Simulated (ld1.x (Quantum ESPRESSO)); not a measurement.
**Which change was made? (Cd, TM semilocal)**

* Element: cadmium
* Generator: ld1.x (Quantum ESPRESSO) 7.5
* Type: norm-conserving Troullier–Martins (semilocal form)
* Functional: PBEsol
* Relativity: scalar-relativistic
* Frozen core: [Ar] 3d10
* Valence charge: 20
* Reference configuration: 4s2 4p6 4d10 5s2 5p0
* Partial waves: 4s (bound): rc 1.05 bohr; 4d (bound): rc 1.25 bohr; 4p (bound): rc 1.10 bohr
* Local potential: the p channel
* Core correction: none

Occupied shells without a wave of their own: 5s. They enter only through the test configuration that unscreens the potential.

Cutoffs, loose and tight: the cutoffs (Ry, on a coarse ladder) from which the occupation-weighted sum of valence levels, in a spherical-Bessel basis at the reference potential, stays within 10 and 1 mRy of its value at 400 Ry. They do not see the model core or the augmentation charge, which bear on the density cutoff. Test errors are all-electron minus pseudo excitation energies from the reference, over the configurations 4s2 4p6 4d10 5s1 5p0; 4s2 4p6 4d10 5s0 5p0; 4s2 4p6 4d9 5s0 5p0; 4s2 4p6 4d10 5s0 5p2; 4s2 4p5 4d10 5s2 5p0; 4s2 4p6 4d9 5s2 5p1; 4s2 4p6 4d10 5s0 5p1; variants that change the core or the reference have their own tests.

The base gives: outcome: generated, misses its reference levels by 0.22 eV; cutoff, loose: 160 Ry; cutoff, tight: 260 Ry; bound ghosts: none; largest test error (meV): -1051.

After one change the result is: outcome: generated; cutoff, loose: 230 Ry; cutoff, tight: 300 Ry; bound ghosts: none; largest test error (meV): -505. Which change was it?
A. all radii scaled by about 1.22 (s 1.28, p 1.34, d 1.54 bohr)
B. all radii scaled by about 1.07 (s 1.12, p 1.18, d 1.34 bohr)
C. all radii scaled by about 0.78 (s 0.82, p 0.86, d 0.96 bohr)
D. all radii scaled by about 0.85 (s 0.90, p 0.94, d 1.06 bohr)
E. all radii scaled by about 1.36 (s 1.42, p 1.50, d 1.70 bohr)

C. The others give: all radii scaled by about 1.07 (s 1.12, p 1.18, d 1.34 bohr) → outcome: generated, misses its reference levels by 0.33 eV; cutoff, loose: 140 Ry; cutoff, tight: 230 Ry; bound ghosts: none; largest test error (meV): -1527 | all radii scaled by about 1.22 (s 1.28, p 1.34, d 1.54 bohr) → outcome: generated, misses its reference levels by 1.02 eV; cutoff, loose: 100 Ry; cutoff, tight: 160 Ry; bound ghosts: none; largest test error (meV): -4632 | all radii scaled by about 0.85 (s 0.90, p 0.94, d 1.06 bohr) → outcome: generated; cutoff, loose: 180 Ry; cutoff, tight: 300 Ry; bound ghosts: none; largest test error (meV): -480 | all radii scaled by about 1.36 (s 1.42, p 1.50, d 1.70 bohr) → outcome: generated, misses its reference levels by 2.05 eV; cutoff, loose: 80 Ry; cutoff, tight: 120 Ry; bound ghosts: none; largest test error (meV): -9065.
